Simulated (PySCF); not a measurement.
**How methods differ on the excitation energy of Ca**

Ca [Ar] 4s2 (1S) → Ca [Ar] 4p2 (3P), as a difference of total energies. Calculation: PySCF 2.14, in x2c-QZVPPall with one added diffuse shell each of s, p, d, f type (12s8p5d4f, 89 functions); the spin-free X2C one-electron Hamiltonian (Gaussian nucleus). Correlated levels: valence: [Ar] frozen; valence and next inner shell: [Ne] frozen. The calculations carry no spin-orbit coupling.

```json
{"method": "UHF", "excitation energy (cm⁻¹)": "33713", "error (cm⁻¹)": "-4795"}
{"method": "LDA", "excitation energy (cm⁻¹)": "36988", "error (cm⁻¹)": "-1520"}
{"method": "PBE", "excitation energy (cm⁻¹)": "34725", "error (cm⁻¹)": "-3783"}
{"method": "PBE0", "excitation energy (cm⁻¹)": "35307", "error (cm⁻¹)": "-3201"}
{"method": "r2SCAN", "excitation energy (cm⁻¹)": "33041", "error (cm⁻¹)": "-5466"}
{"method": "M06-2X", "excitation energy (cm⁻¹)": "39746", "error (cm⁻¹)": "+1238"}
{"method": "BLYP", "excitation energy (cm⁻¹)": "37005", "error (cm⁻¹)": "-1503"}
{"method": "wB97X", "excitation energy (cm⁻¹)": "40749", "error (cm⁻¹)": "+2241"}
{"method": "PW91", "excitation energy (cm⁻¹)": "34881", "error (cm⁻¹)": "-3627"}
{"method": "MP2 (valence)", "excitation energy (cm⁻¹)": "37150", "error (cm⁻¹)": "-1358"}
{"method": "SCS-MP2 (valence)", "excitation energy (cm⁻¹)": "38729", "error (cm⁻¹)": "+222"}
{"method": "MP2 (valence and next inner shell)", "excitation energy (cm⁻¹)": "40172", "error (cm⁻¹)": "+1664"}
{"method": "SCS-MP2 (valence and next inner shell)", "excitation energy (cm⁻¹)": "41125", "error (cm⁻¹)": "+2617"}
```

Reference: 38508 cm⁻¹ (measured; NIST levels, between the centres of gravity of the two terms).

Errors of the correlated levels include the incompleteness of this basis and the frozen core.
